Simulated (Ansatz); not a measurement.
HfZrO4⁺. Charge 1, multiplicity 2. Geometry PBE0-D4/def2-SVP, that of the neutral singlet.

Cartesian coordinates in Å:
```
Hf 1.0323 -0.6605 1.0161
Zr -1.5036 0.3883 -0.1755
O -0.0350 1.0037 1.0129
O -1.4049 1.0750 -1.7830
O -0.5177 -1.3290 -0.0132
O 2.4289 -0.4774 -0.0573
```

In the def2 sets Hf, Zr take a core potential; there is no spin–orbit coupling. The structure comes from a short search, and lower isomers may exist.

**Question.** Estimate the α-spin orbital energies around the gap (eV) in Ansatz with PBE-D4/def2-TZVP, r2SCAN-D4/def2-TZVP, PBE0-D4/def2-TZVP.

**Answer.** 
```csv
orbital,PBE-D4/def2-TZVP,r2SCAN-D4/def2-TZVP,PBE0-D4/def2-TZVP
HOMO−5,-13.10,-13.35,-14.77
HOMO−4,-12.68,-13.07,-14.48
HOMO−3,-12.59,-12.81,-14.20
HOMO−2,-12.47,-12.79,-13.85
HOMO−1,-12.36,-12.74,-13.73
HOMO,-11.97,-12.27,-13.23
LUMO,-8.05,-7.59,-7.42
LUMO+1,-7.73,-7.27,-6.77
LUMO+2,-7.21,-6.87,-6.30
LUMO+3,-7.08,-6.68,-6.11
LUMO+4,-6.15,-5.79,-5.23
LUMO+5,-6.12,-5.78,-5.17
β HOMO,-11.65,-11.85,-12.59
β LUMO,-11.46,-11.38,-10.87
```
